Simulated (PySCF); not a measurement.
CH₄BCl.

```xyz
7

B     -0.6109    -0.4534     0.0000
H     -1.7999    -0.4739     0.0000
Cl     0.1218     1.1464     0.0000
C      0.2487    -1.7433     0.0000
H     -0.0168    -2.3562     0.8695
H     -0.0168    -2.3562    -0.8695
H      1.3251    -1.5766     0.0000
```
Charge 0, spin multiplicity 1.

Geometry: B3LYP-D3(BJ)/def2-TZVP.

All values below come from KT2/pcSseg-2 (PySCF). Non-relativistic, no solvent.

Computed absolute GIAO shielding of each atom: isotropic value and principal components (ppm):
| atom | σ(iso) | σ11 | σ22 | σ33 | span |
|---|---|---|---|---|---|
| B1 | 23.9 | -43.0 | 12.5 | 102.3 | 145.3 |
| H2 | 24.4 | 22.5 | 24.0 | 26.5 | 4.0 |
| Cl3 | 616.7 | 291.0 | 596.2 | 962.9 | 671.8 |
| C4 | 166.3 | 140.5 | 172.7 | 185.6 | 45.1 |
| H5 | 30.2 | 27.2 | 28.1 | 35.4 | 8.3 |
| H6 | 30.2 | 27.2 | 28.1 | 35.4 | 8.3 |
| H7 | 30.3 | 27.0 | 29.9 | 34.0 | 7.0 |
